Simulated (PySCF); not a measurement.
**Exercise with solution: oscillator strength and radiative lifetime**

C3HBrClF, SMILES ClC=C=C(F)Br.

Geometry: PBE-D3(BJ)/def2-SVP. The structure was generated by enumeration, and PubChem lists no compound with its InChIKey, so it may never have been made.

TDDFT-B3LYP/def2-SVPD (PySCF) puts the first singlet state with f over 0.02 at 5.29 eV (vertical), with the transition dipole (0.399, 0.020, 0.108) in atomic units.

Find the oscillator strength, the wavelength and the radiative lifetime that this transition would have in vacuum if emission retraced absorption.


|μ|² = 0.1713 au, so |μ| = 1.05 D. ΔE = 5.29/27.211 = 0.1944 hartree. f = (2/3) ΔE |μ|² = 0.022 (the program prints 0.022).
λ = 1239.84/5.29 = 234 nm; ν = 42667 cm⁻¹.
Einstein's coefficient A = 0.6670 ν² f s⁻¹ (ν in cm⁻¹) = 2.7e7 s⁻¹, so τ = 1/A = 37 ns. This state is S3; the lower singlets have f = 0.000, 0.001. The figure is the radiative limit of this one transition; relaxation, internal conversion, crossing to triplets and a medium change what is measured.
